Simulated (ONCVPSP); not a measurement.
**gold (Au): one change to an ONCV potential, before and after**

- Element: Au
- Generator: ONCVPSP 4.0.1
- Type: optimised norm-conserving Vanderbilt (ONCV)
- Functional: LDA (Perdew-Wang 92)
- Relativity: scalar-relativistic
- Frozen core: [Kr] 4d10 4f14
- Valence charge: 19
- Reference configuration: 5s2 5p6 5d10 (charge +1)
- Partial waves: 5s: rc 1.45 bohr, ncon 3, nbas 6, qcut 11 1/bohr, 2 projectors, debl 3.1 Ha; 5p: rc 1.45 bohr, ncon 3, nbas 7, qcut 10.2 1/bohr, 2 projectors, debl 3.2 Ha; 5d: rc 1.70 bohr, ncon 3, nbas 8, qcut 7.3 1/bohr, 2 projectors, debl 1.9 Ha
- Local potential: polynomial inside 1.40 bohr (lpopt 3, dvloc0 2 Ha)
- Core correction: Teter function, fcfact 4.75, rcfact 1.3

In the s channel the program set the typed energies aside and used -4.312, 0.250 Ha.

Change: s: qcut 7.9; p: qcut 7.3; d: qcut 5.2.

Cutoffs: the cutoffs (Ha) at which the residual kinetic energy of the hardest occupied pseudo-wave falls to 1 and 0.1 mHa per electron; they do not see the model core or the augmentation charge, which bear on the density cutoff. Errors are all-electron minus pseudo energies relative to the spin-unpolarised reference configuration.

Q: How do hardness, ghosts and transferability respond?

A: The potential gets harder (34 Ha and 41 Ha → 56 Ha and 112 Ha); of the 4 tests that both files solve, the error grows in 3 and shrinks in 1 by more than 15 % and 0.3 meV (median size 7.8 → 5.5 meV); neither file shows a bound ghost.

| quantity | base | changed |
| --- | --- | --- |
| cutoff, loose | 34 Ha | 56 Ha |
| cutoff, tight | 41 Ha | 112 Ha |
| loose cutoff by channel | s 34 Ha, p 34 Ha, d 20 Ha | s 24 Ha, p 14 Ha, d 56 Ha |
| bound ghosts | none | none |
| GHOST(+) flags under 300 eV | none | none |
| error for 5s2 5p6 5d10 6s1, meV [ΔE -9.77 eV] | +3.0 | +4.1 |
| error for 5s2 5p6 5d9, meV [ΔE 21.50 eV] | -3.5 | -6.9 |
| error for 5s2 5p6 5d8, meV [ΔE 55.67 eV] | -12 | -3.4 |
| error for 5s1 5p6 5d10 6s1, meV [ΔE 105.91 eV] | -209 | -460 |
| s: phases at 1.47 bohr within 0.05 rad from the reference energy up to (Ha; the scan ends near 5) | to the end of the scan | to the end of the scan |
| p: phases at 1.47 bohr within 0.05 rad from the reference energy up to (Ha; the scan ends near 5) | to the end of the scan | to the end of the scan |
| d: phases at 1.72 bohr within 0.05 rad from the reference energy up to (Ha; the scan ends near 5) | to the end of the scan | to the end of the scan |
| rms error of d²Exc/dni dnj with the model core, mHa | 1.85 | 1.34 |
